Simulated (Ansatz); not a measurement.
`O[SiH](O)S[SiH](O)F` + `[OH][GeH3]` → `O[SiH](F)[O][GeH3]` + `O[SiH](O)S`  (ligand exchange at the Si–S bond)

Computed with Ansatz on PBE0-D4/def2-TZVP structures; ΔE is electronic, products minus reactants. CBS: MP2 limit from def2 TZ/QZ plus the TZ coupled-cluster correction, frozen cores. Functionals use def2-TZVPP. B3LYP here is the variant with VWN-RPA as its local correlation; programs differ in this. For Ge outer-core shells are correlated without core-valence functions, which leaves a few kJ/mol of doubt a bond. Scalar relativity is left out up to krypton. Each species was taken in one conformer, which may not be the lowest.

`O[SiH](O)S[SiH](O)F`:

Cartesian coordinates in Å:
```
O -2.576 -0.572 -0.937
Si -1.249 0.111 -0.280
O -0.432 0.902 -1.472
S -0.074 -1.451 0.575
Si 1.641 -0.293 1.116
O 2.061 0.758 -0.042
F 1.315 0.487 2.465
H -2.912 -1.388 -0.563
H -1.552 1.161 0.708
H -0.351 0.442 -2.311
H 2.755 -1.210 1.396
H 1.373 1.053 -0.655
```

`[OH][GeH3]`:

Z-matrix (Å, degrees):
```
Ge
O 1 1.783
H 1 1.531 2 104.3
H 1 1.541 2 109.9 3 119.6
H 1 1.541 2 109.9 3 -119.6
H 2 0.959 1 112.7 3 180.0
```

`O[SiH](F)[O][GeH3]`:

Z-matrix (Å, degrees):
```
Si
F 1 1.596
O 1 1.604 2 111.1
O 1 1.633 2 108.1 3 118.5
H 1 1.472 2 106.4 3 -119.7
Ge 3 1.786 1 134.6 2 87.5
H 4 0.958 1 118.8 2 42.5
H 6 1.534 3 107.6 1 81.0
H 6 1.535 3 108.6 1 -40.1
H 6 1.532 3 104.9 1 -159.8
```

`O[SiH](O)S`:

Cartesian coordinates in Å:
```
O -1.236 0.049 0.801
Si 0.114 0.525 -0.003
O -0.289 0.562 -1.581
S 1.749 -0.758 0.492
H -1.107 -0.287 1.689
H 0.591 1.876 0.352
H -0.927 -0.082 -1.892
H 1.105 -1.886 0.141
```

Is it downhill or uphill in electronic energy at CCSD(T)/CBS, and by how much? (Best estimate.)

The calculation gave: Downhill: ΔE = -14.3 kcal/mol.

What do these levels give: r2SCAN-D4, PBE0-D4, ωB97X-V, ωB97M-V, B2PLYP, PBE0, B3LYP, HF/def2-TZVPP, SCS-MP2/def2-TZVPP, CCSD/def2-TZVPP, MP2/def2-QZVPP, HF/CBS(def2)? (An estimate is asked.)

The calculation gave: r2SCAN-D4 -12.6, PBE0-D4 -11.1, ωB97X-V -13.9, ωB97M-V -13.7, B2PLYP -15.4, PBE0 -12.2, B3LYP -15.8, HF/def2-TZVPP -21.9, SCS-MP2/def2-TZVPP -15.9, CCSD/def2-TZVPP -16.7, MP2/def2-QZVPP -13.7, HF/CBS(def2) -22.4 kcal/mol.

Largest T1 diagnostic among the species: 0.012.

In def2-TZVPP, CCSD(T) changes the Hartree–Fock value by +6.7 kcal/mol (the triples alone add +1.5 kcal/mol) and MP2 by +7.9 kcal/mol. From PBE to PBE0 (25 % exact exchange), in def2-TZVPP and without D4, ΔE moves by −1.7 kcal/mol. The D4 term adds +2.0 kcal/mol with B3LYP and +1.1 kcal/mol with PBE0; it sums over pairs of atoms, weighted by their polarisabilities, and B3LYP, whose exchange is more repulsive, gets the larger term.
